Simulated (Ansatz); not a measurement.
`NC1=C(O)B1F` → `FCB1N=CO1`  (isomerisation)

Program: Ansatz. Geometries: PBE0-D4/def2-TZVP. ΔE: electronic, gas phase. CCSD(T)/CBS adds triple-zeta CCSD(T) − MP2 to the extrapolated MP2 energy (def2 sets, frozen cores). DFT in def2-TZVPP. Each species was taken in one conformer, which may not be the lowest.

`NC1=C(O)B1F`:

Z-matrix (Å, degrees):
```
N
C 1 1.353
H 1 1.005 2 119.9
H 1 1.004 2 117.8 3 148.6
C 2 1.371 1 141.5 3 20.3
B 2 1.479 1 157.3 3 -167.4
O 5 1.338 2 140.9 1 -3.4
F 6 1.324 2 150.2 1 5.5
H 7 0.963 5 110.1 2 2.8
```

`FCB1N=CO1`:

```xyz
9

F     0.325   -1.429    1.842
C    -0.479   -1.139    0.759
B     0.013    0.078   -0.070
N    -0.497    0.766   -1.297
C     0.541    1.455   -1.038
O     1.143    0.926    0.110
H    -0.539   -2.023    0.109
H    -1.503   -0.952    1.111
H     0.997    2.318   -1.527
```

| level | ΔE (kcal/mol) |
| --- | --- |
| PBE0-D4 | 17.0 |
| PBE | 17.0 |
| SCS-MP2/def2-TZVPP | 11.0 |
| CCSD/def2-TZVPP | 11.0 |

Q: What does CCSD(T)/CBS give? (Estimate.)

A: The calculation gave: +12.4 kcal/mol. The listed levels differ from it by 4.6, 4.6, -1.4, -1.4 kcal/mol.

Largest T1 diagnostic among the species: 0.014.

In def2-TZVPP, CCSD(T) changes the Hartree–Fock value by +1.2 kcal/mol (the triples alone add −0.2 kcal/mol) and MP2 by +4.4 kcal/mol.
